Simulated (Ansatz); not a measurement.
NbCl₄, relaxed as a doublet with UKS r2SCAN-D4/def2-SVP in Ansatz, starting from the GFN2-xTB geometry. Force threshold 0.02 eV/Å.

In the def2 sets Nb takes a core potential; there is no spin–orbit coupling.

Start:

```xyz
5

Nb    0.0010    0.0002   -0.0010
Cl    1.3415    1.5132   -0.9434
Cl    1.5648   -1.4534    0.6462
Cl   -1.5164   -1.4668   -0.7294
Cl   -1.3909    1.4069    1.0276
```

Estimate the energy that the relaxation releases and the steps that it takes.

26.4 kJ/mol, in 4 steps; 13 s on 4 threads of Arm Neoverse V1 on a shared host. No frequencies were taken in this run, so the end may be a saddle point.

Does the start keep its bonding and symmetry?

By distances, no bond broke or formed. The bond that changes most is Nb1–Cl2, from 2.23 to 2.29 Å (atoms count from 1). Point group D2d at the start, D2d at the end, both within 0.05 Å.

Predict the relaxed structure.


```xyz
5

Nb    0.000    0.000    0.000
Cl    1.257    1.463   -1.226
Cl    1.538   -1.406    0.939
Cl   -1.489   -1.402   -1.020
Cl   -1.306    1.345    1.307
```
Bond lengths: 4 × Cl–Nb 2.29 Å.
